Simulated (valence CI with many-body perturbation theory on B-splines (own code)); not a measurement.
# Hyperfine factors and g values of Tm62+

Calculated by configuration interaction combined with many-body perturbation theory (CI+MBPT): five valence electrons over a frozen Dirac-Fock core [He], a basis of 9 s, 9 p, 8 d, 6 f, 3 g, 1 h functions for each j, with the one-electron correlation potential Σ1, the two-electron term Σ2, the three-electron term Σ3, Breit, model QED; selected CI, second order for the rest (own B-spline code, finite nucleus).

The last digits are not significant, and no measured levels were compared; by estimate large intervals hold to a few tenths of a per cent, small ones and those within an open d or f shell to about a per cent. Among the levels kept, up to 1100 cm⁻¹ of a level comes from second order outside the variational space, and about a tenth of that is noise between levels of different J, which matters for small intervals.

A/g_I is the dipole constant over the nuclear g factor μ/I (μ in nuclear magnetons, uniformly magnetised nucleus), B/Q the quadrupole constant per barn. Both hold the static response of the core; the bare values leave it out. Large factors of s and p1/2 electrons are usually good to 5 to 10 %; those of open d and f shells near neutrality can be off by tens of per cent, and small factors of p3/2, d and f electrons come from cancelling terms and can be off by a factor of two or in sign, in half-filled shells by more. B is blank for J = 1/2, where it vanishes, and for nearly pure S terms. Energies count from the lowest level.

Levels are named by their leading jj configuration (3d3/2^4 stands for four electrons in 3d with j = 3/2), which in mixed levels can hold well under half, so a name can repeat and another be missing. Letters in brackets count levels of one name in rising energy.

```csv
Level,E (Ry),g,A/g_I (MHz),A/g_I bare,B/Q (MHz/b),B/Q bare
(2s^2 2p1/2^2 2p3/2) J=3/2,0.00,1.321,648000,664000,1250000,1250000
(2s^2 2p1/2 2p3/2^2) J=3/2,73.63,1.437,-292000,-269000,81000,81100
(2s^2 2p1/2 2p3/2^2) J=5/2,75.30,1.167,1620000,1630000,-4060,-4060
(2s^2 2p1/2 2p3/2^2) J=1/2,78.74,0.623,5440000,5420000,,
(2s 2p1/2^2 2p3/2^2) J=5/2,96.46,1.450,3840000,3830000,188000,188000
(2s 2p1/2^2 2p3/2^2) J=1/2,103.55,2.012,1.66e+07,1.64e+07,,
(2s 2p1/2^2 2p3/2^2) J=3/2,103.65,1.175,-2540000,-2480000,-162000,-162000
(2s^2 2p3/2^3) J=3/2,152.52,1.287,674000,689000,-1340000,-1340000
(2s 2p1/2 2p3/2^3) J=3/2 [a],171.95,1.584,3890000,3870000,-1010000,-1010000
(2s 2p1/2 2p3/2^3) J=5/2,174.86,1.283,4830000,4800000,-1480000,-1480000
(2s 2p1/2 2p3/2^3) J=1/2,179.08,1.357,-6200000,-6090000,,
(2s 2p1/2 2p3/2^3) J=3/2 [b],179.74,1.016,160000,192000,-385000,-385000
(2p1/2^2 2p3/2^3) J=3/2,204.95,1.303,629000,658000,-1290000,-1290000
(2s 2p3/2^4) J=1/2,253.99,1.864,1.67e+07,1.65e+07,,
(2p1/2 2p3/2^4) J=1/2,280.60,0.623,5460000,5420000,,
(2s^2 2p1/2^2 3s) J=1/2,561.44,1.996,4770000,4730000,,
(2s^2 2p1/2^2 3p1/2) J=1/2,568.37,0.648,1600000,1590000,,
(2s^2 2p1/2^2 3p3/2) J=3/2,591.22,1.323,190000,195000,372000,372000
(2s^2 2p1/2^2 3d3/2) J=3/2,597.38,0.783,111000,111000,64100,64700
(2s^2 2p1/2^2 3d5/2) J=5/2,603.99,1.190,40100,40200,59900,60500
(2s^2 2p1/2 2p3/2 3s) J=3/2 [a],636.01,1.657,1070000,1070000,817000,819000
(2s^2 2p1/2 2p3/2 3s) J=1/2,636.71,1.296,-2300000,-2260000,,
(2s^2 2p1/2 2p3/2 3s) J=5/2,637.43,1.311,2450000,2450000,1210000,1220000
(2s^2 2p1/2 2p3/2 3s) J=3/2 [b],637.89,0.958,1460000,1480000,722000,724000
(2s^2 2p1/2 2p3/2 3p1/2) J=1/2,642.86,1.730,-1250000,-1210000,,
(2s^2 2p1/2 2p3/2 3p1/2) J=3/2 [a],643.32,1.130,1110000,1120000,255000,255000
(2s^2 2p1/2 2p3/2 3p1/2) J=5/2,644.30,1.049,1820000,1820000,1210000,1210000
(2s^2 2p1/2 2p3/2 3p1/2) J=3/2 [b],647.01,1.310,998000,1010000,1240000,1250000
(2s 2p1/2^2 2p3/2 3s) J=5/2,655.90,1.596,4580000,4550000,1260000,1270000
(2s 2p1/2^2 2p3/2 3s) J=3/2 [a],657.90,1.436,5200000,5170000,684000,685000
(2s 2p1/2^2 2p3/2 3s) J=1/2,662.21,0.887,-5500000,-5400000,,
(2s 2p1/2^2 2p3/2 3s) J=3/2 [b],662.95,1.366,-1250000,-1210000,930000,932000
(2s 2p1/2^2 2p3/2 3p1/2) J=3/2 [a],663.56,1.673,5290000,5250000,864000,865000
(2s 2p1/2^2 2p3/2 3p1/2) J=5/2,663.63,1.339,4020000,3990000,1230000,1230000
(2s^2 2p1/2 2p3/2 3p3/2) J=5/2 [a],665.21,1.410,-167000,-153000,1300000,1310000
(2s^2 2p1/2 2p3/2 3p3/2) J=1/2 [a],665.63,1.483,-1580000,-1560000,,
(2s^2 2p1/2 2p3/2 3p3/2) J=3/2 [a],665.80,1.143,1660000,1660000,-809000,-810000
(2s^2 2p1/2 2p3/2 3p3/2) J=7/2,666.31,1.219,1150000,1160000,1600000,1600000
(2s^2 2p1/2 2p3/2 3p3/2) J=3/2 [b],667.81,1.402,-89000,-72800,188000,188000
(2s^2 2p1/2 2p3/2 3p3/2) J=5/2 [b],668.25,1.179,1420000,1420000,141000,141000
```

(1) Take the isotope of mass number 169, with I = 1/2, μ = -0.231 μN. What is the hyperfine structure of (2s^2 2p3/2^3) J=3/2?

Answers

(1) From the table A = -312000 MHz. Shifts from the centre of gravity in MHz: F = 1: 390000, F = 2: -234000.
